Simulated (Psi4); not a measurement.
P2, charge +1, doublet, at a GFN2-xTB geometry (a state made from the parent by changing its charge; the spin is typed, not shown lowest); HF/3-21G run with Psi4.

Here is a job for Psi4.
```
memory 2 GB

molecule mol {
1 2
  P    -0.000000   -0.000000   -0.984896
  P     0.000000    0.000000    0.984896
}

set basis 3-21g
set reference uhf
set level_shift 1.0

energy('scf')
print_variables()
```

Problem. What does Psi4 print? Leave out banner, timings and long lists.

Solution. 
```
   => Loading Basis Set <=

    Name: 3-21G
    Role: ORBITAL
    Keyword: BASIS

         ---------------------------------------------------------
                                   SCF
               by Justin Turney, Rob Parrish, Andy Simmonett
                          and Daniel G. A. Smith
                              UHF Reference
         ---------------------------------------------------------

  ==> Geometry <==

    Molecular point group: d2h
    Full point group: D_inf_h

    Geometry (in Angstrom), charge = 1, multiplicity = 2:

       Center              X                  Y                   Z               Mass
    ------------   -----------------  -----------------  -----------------  -----------------
         P            0.000000000000     0.000000000000    -0.984896000000    30.973761998420
         P            0.000000000000     0.000000000000     0.984896000000    30.973761998420

  Running in d2h symmetry.

  Rotational constants: A = ************  B =      0.28054  C =      0.28054 [cm^-1]
  Rotational constants: A = ************  B =   8410.31960  C =   8410.31960 [MHz]
  Nuclear repulsion =   60.445403575986710

  Charge       = 1
  Multiplicity = 2
  Electrons    = 29
  Nalpha       = 15
  Nbeta        = 14

  ==> Algorithm <==

  SCF Algorithm Type is DF.
  DIIS enabled.
  MOM disabled.
  Fractional occupation disabled.
  Guess Type is SAD.
  Energy threshold   = 1.00e-06
  Density threshold  = 1.00e-06
  Integral threshold = 1.00e-12

  ==> Primary Basis <==

  Basis Set: 3-21G
    Blend: 3-21G
    Number of shells: 14
    Number of basis functions: 26
    Number of Cartesian functions: 26
    Spherical Harmonics?: false
    Max angular momentum: 1

   => Loading Basis Set <=

    Name: (3-21G AUX)
    Role: JKFIT
    Keyword: DF_BASIS_SCF

  ==> Integral Setup <==

  SCF_SUBTYPE=INCORE selected. In-core MEM_DF algorithm will be used.
  Using in-core AOs.

  ==> MemDFJK: Density-Fitted J/K Matrices <==

    J tasked:                   Yes
    K tasked:                   Yes
    wK tasked:                   No
    Algorithm:                 Core
    Schwarz Cutoff:           1E-12
    Mask sparsity (%):       2.6627
    Fitting Condition:        1E-10

   => Auxiliary Basis Set <=

  Basis Set: (3-21G AUX)
    Blend: DEF2-UNIVERSAL-JKFIT
    Number of shells: 76
    Number of basis functions: 310
    Number of Cartesian functions: 310
    Spherical Harmonics?: false
    Max angular momentum: 4

  Minimum eigenvalue in the overlap matrix is 4.0933622768E-02.
  Reciprocal condition number of the overlap matrix is 1.4279747950E-02.
    Using symmetric orthogonalization.

  ==> Pre-Iterations <==

  SCF Guess: Superposition of Atomic Densities via on-the-fly atomic UHF (no occupation information).

   -------------------------
    Irrep   Nso     Nmo
   -------------------------
     Ag         7       7
     B1g        0       0
     B2g        3       3
     B3g        3       3
     Au         0       0
     B1u        7       7
     B2u        3       3
     B3u        3       3
   -------------------------
    Total      26      26
   -------------------------

  ==> Iterations <==

                           Total Energy        Delta E     RMS |[F,P]|

   @DF-UHF iter SAD:  -677.35948073199211   -6.77359e+02   0.00000e+00
   @DF-UHF iter   1:  -677.56809004722197   -2.08609e-01   1.42778e-02 ADIIS/DIIS/SHIFT
   @DF-UHF iter   2:  -677.58895335742704   -2.08633e-02   8.25303e-03 ADIIS/DIIS
   @DF-UHF iter   3:  -677.60178824507216   -1.28349e-02   1.46801e-03 ADIIS/DIIS
   @DF-UHF iter   4:  -677.60228980571037   -5.01561e-04   1.46324e-04 ADIIS/DIIS
   @DF-UHF iter   5:  -677.60229434568282   -4.53997e-06   3.33164e-05 DIIS
   @DF-UHF iter   6:  -677.60229462210191   -2.76419e-07   6.62249e-06 DIIS
   @DF-UHF iter   7:  -677.60229463261180   -1.05099e-08   7.81763e-07 DIIS
  Energy and wave function converged.

  ==> Post-Iterations <==

   @Spin Contamination Metric:   2.824681872E-02
   @S^2 Expected:                7.500000000E-01
   @S^2 Observed:                7.782468187E-01
   @S   Expected:                5.000000000E-01
   @S   Observed:                5.000000000E-01

    Orbital Energies [Eh]
    ---------------------

    Alpha Occupied:

[...]
    Alpha Virtual:

[...]
    Beta Occupied:

[...]
    Beta Virtual:

[...]
    Final Occupation by Irrep:
             Ag   B1g   B2g   B3g    Au   B1u   B2u   B3u
    DOCC [     4,    0,    1,    1,    0,    4,    2,    2 ]
    SOCC [     1,    0,    0,    0,    0,    0,    0,    0 ]
    NA   [     5,    0,    1,    1,    0,    4,    2,    2 ]
    NB   [     4,    0,    1,    1,    0,    4,    2,    2 ]

  @DF-UHF Final Energy:  -677.60229463261180

   => Energetics <=

    Nuclear Repulsion Energy =             60.4454035759867097
    One-Electron Energy =               -1050.0475630531782372
    Two-Electron Energy =                 311.9998648445798040
    Total Energy =                       -677.6022946326118017

  UHF NO Occupations:
  HONO-2 :    4 Ag 1.9998884
  HONO-1 :    4B1u 1.9859917
  HONO-0 :    5 Ag 1.0000000
  LUNO+0 :    5B1u 0.0140083
  LUNO+1 :    6 Ag 0.0001116
  LUNO+2 :    3B2u 0.0000501
  LUNO+3 :    3B3u 0.0000501

Computation Completed

Properties will be evaluated at   0.000000,   0.000000,   0.000000 [a0]

Properties computed using the SCF density matrix

 Multipole Moments:

 ------------------------------------------------------------------------------------
     Multipole            Electronic (a.u.)      Nuclear  (a.u.)        Total (a.u.)
 ------------------------------------------------------------------------------------

 L = 1.  Multiply by 2.5417464519 to convert [e a0] to [Debye]
 Dipole X            :          0.0000000            0.0000000            0.0000000
 Dipole Y            :          0.0000000            0.0000000            0.0000000
 Dipole Z            :          0.0000000            0.0000000            0.0000000
 Magnitude           :                                                    0.0000000

 ------------------------------------------------------------------------------------

  Variable Map:
  ----------------------------------------------------------------------------
[...]
  Array Variable Map:
  ----------------------------------------------------------------------------
[...]
[...]
```
